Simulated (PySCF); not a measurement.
Calculation: PBE0-D3(BJ)/def2-TZVP (PySCF). Gas-phase values, no solvent. Excitations are Tamm–Dancoff values on a coarser integration grid. The basis has no diffuse functions, so Rydberg states are missing or too high.

Reference species (SMILES): `[SiH](=C)[N+]#[C-]` (neutral, multiplicity 1).

```yaml
HOMO: -7.06 eV
LUMO: -1.87 eV
S1–T1 gap (TDA): 2.65 eV
```

Changed species: `C=[SiH]Cl` (X = chloro; the reference has X = isocyano).

Question: Give the shifts of the HOMO, LUMO and S1–T1 gap (TDA).

Answer: the HOMO increases by 0.40 eV, to -6.66 eV; the LUMO rises by 0.77 eV, to -1.10 eV; the S1–T1 gap (TDA) decreases by 0.26 eV, to 2.39 eV.
